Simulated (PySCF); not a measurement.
Several orderings of computed values.

All species are isolated and taken at one optimised geometry, non-relativistic unless stated; the electronic structure was computed with PySCF and density fitting.

Dipoles, sizes and rotational constants follow the conformer. The torsions of the flexible species, by atom-mapped SMILES:
- `[CH2:1]=[CH:2][O:3][CH3:4]`: C1–C2–O3–C4 0°
- `[F:1][CH:2]([F:3])[C:4]([F:5])([F:6])[F:7]`: F1–C2–C4–F5 60°

The conformers of `COC1=CCCCC1` aren't listed.

(1) Rank by vertical ionisation energy, lowest first (ΔSCF B3LYP/def2-SVPD at PBE0-D3(BJ)/def2-SVP geometries).
A. `COC1=CCCCC1`
B. `C=COC`
C. `FC(F)C(F)(F)F`
D. `FC1=CC[Se]C1`

(2) Rank by HOMO–LUMO gap, highest first (B3LYP/def2-SVPD at PBE0-D3(BJ)/def2-SVP geometries).
A. `COC1=CCCCC1`
B. `C=COC`
C. `FC(F)C(F)(F)F`
D. `FC1=CC[Se]C1`

(3) By how much do the two ends of that ranking differ?

(4) Rank by HOMO energy, highest first (B3LYP/def2-SVPD at PBE0-D3(BJ)/def2-SVP geometries).
A. `FC1=CC[Se]C1`
B. `COC=C`
C. `C1(OC)=CCCCC1`
D. `FC(F)C(F)(F)F`

(5) Give the two extremes of that set in hartree.

(6) Rank by lowest singlet excitation, lowest first (TDDFT B3LYP/def2-SVPD at PBE0-D3(BJ)/def2-SVP geometries).
A. `FC(F)C(F)(F)F`
B. `O(C1=CCCCC1)C`
C. `FC1=CC[Se]C1`
D. `C=COC`

(7) By how much do the two ends of that ranking differ?

(8) Rank by static isotropic polarisability, highest first (B3LYP/def2-SVPD at PBE0-D3(BJ)/def2-SVP geometries).
A. `COC1=CCCCC1`
B. `FC(F)C(F)(F)F`
C. `C(=C)OC`
D. `FC1=CC[Se]C1`

(9) By how much do the two ends of that ranking differ?

(10) Rank by lowest triplet excitation (Tamm–Dancoff), highest first (TDA B3LYP/def2-SVPD at PBE0-D3(BJ)/def2-SVP geometries).
A. `O(C1=CCCCC1)C`
B. `FC1=CC[Se]C1`
C. `FC(F)C(F)(F)F`
D. `C=COC`

## Answers

(1) A (8.07 eV), D (8.46 eV), B (9.08 eV), C (13.23 eV).

(2) C (10.70 eV), B (7.06 eV), A (6.34 eV), D (5.52 eV).

(3) By 5.18 eV, between `FC(F)C(F)(F)F` and `FC1=CC[Se]C1`.

(4) C (-5.93 eV), A (-6.08 eV), B (-6.54 eV), D (-10.48 eV).

(5) `FC(F)C(F)(F)F`: -0.385 Eh; `COC1=CCCCC1`: -0.218 Eh.

(6) C (4.29 eV), B (5.50 eV), D (6.15 eV), A (9.61 eV).

(7) By 5.32 eV, between `FC(F)C(F)(F)F` and `FC1=CC[Se]C1`.

(8) A (87.6 au), D (72.5 au), C (44.1 au), B (31.1 au).

(9) By 56.5 au, between `COC1=CCCCC1` and `FC(F)C(F)(F)F`.

(10) C (9.25 eV), D (4.45 eV), A (4.32 eV), B (3.86 eV).
